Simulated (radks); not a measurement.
Polarisability of neutral iridium, [Xe] 4f14 5d7 6s2, at imaginary frequency. All-electron calculation, scalar-relativistic Kohn-Sham, LDA (Slater exchange, VWN5 correlation), spin-polarised, spherical densities, finite nucleus; open shells are filled with parallel spins first (spin-orbit coupling, left out, can overturn this in heavy ions); Fermi nuclear charge, rms radius 5.4032 fm. Program: a radial shooting solver on a logarithmic mesh with Libxc functionals. Response by self-consistent Sternheimer equations with the Hartree and adiabatic LDA kernel, the relativistic mass of each level held fixed and spin-orbit coupling left out.

w (hartree),alpha1(iw) (bohr^3)
0.00266,45.31
0.0143,45.18
0.0360,44.46
0.0697,42.32
0.118,37.91
0.186,31.27
0.280,23.73
0.413,16.89
0.605,11.47
0.892,7.451
1.35,4.539
2.12,2.498
3.59,1.174
6.94,0.4348
17.5,0.1047

Static values: alpha1 = 45.32 bohr^3 (6.715 angstrom^3; uncoupled 93.20). C6 = 491.1, triple-dipole C9 = 15270 atomic units. One-pole (London) frequency 4 C6 / (3 alpha1^2) = 0.319 hartree, against 0.225 for minus the highest occupied eigenvalue. Recommended static value: 54 bohr^3 (Schwerdtfeger and Nagle, 2023 table).
